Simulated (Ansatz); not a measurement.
Basis-set series for `SB(S)Cl`. Charge 0, multiplicity 1. All single points use the PBE0-D4/def2-TZVP geometry. It is one conformer, not always the lowest.

```
functional       basis  functions  energy (Eh)  HOMO (eV)  LUMO (eV)
   PBE0-D4    def2-SVP         78  -1281.87242      -7.63      -0.63
   PBE0-D4  def2-TZVPP        185  -1282.32993      -7.76      -1.00
   ωB97M-V    def2-SVP         78  -1282.25476      -9.70       1.49
   ωB97M-V  def2-TZVPP        185  -1282.70930      -9.87       1.07
```

(1) Give the rows for def2-QZVPP. (An estimate is asked.)

Answers

(1) The calculation gave: 
```csv
functional,basis,functions,energy (Eh),HOMO (eV),LUMO (eV)
PBE0-D4,def2-QZVPP,327,-1282.36871,-7.79,-1.10
ωB97M-V,def2-QZVPP,327,-1282.74603,-9.91,0.94
```

Positive LUMOs are unbound and depend on the basis.

Program: Ansatz 0.2.0.
